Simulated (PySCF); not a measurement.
Ne(2+) (neon, charge +2): UHF calculation

Configuration: [He] 2s2 2p4, high-spin 3P determinant. Computed with PySCF 2.14 in cc-pVDZ-DK (3s2p1d, 14 functions), with scalar relativity by spin-free X2C-1e.

```json
{"Total energy": "-126.455444 hartree", "One-electron energy": "-166.6077 hartree", "Hartree (Coulomb) energy": "51.2662 hartree", "Exchange energy": "-11.1140 hartree", "⟨S²⟩": "2.0029", "⟨L²⟩": "2.004", "Sum of ⟨r⟩": "5.230 bohr", "Sum of ⟨r²⟩": "5.109 bohr²", "Traceless quadrupole moment −½Σ⟨3z² − r²⟩ along its main axis": "-0.371 e·bohr²", "Langevin diamagnetic susceptibility": "-4.05 ×10⁻⁶ cm³/mol", "Time after the integrals": "0.05 s of wall time on 1 thread of Neoverse-V1 (shared host)"}
```

```
shell  electrons  mean orbital energy (eV)  spread (eV)  rms radius, mean of both spins (bohr)
 1s α          1                   -945.89            0                                  0.182
 1s β          1                   -942.13            0                                  0.182
 2s α          1                   -99.534            0                                  0.916
 2s β          1                   -86.772            0                                  0.916
 2p α          3                   -70.049        3.847                                  0.917
 2p β          1                   -63.962            0                                  0.917
```
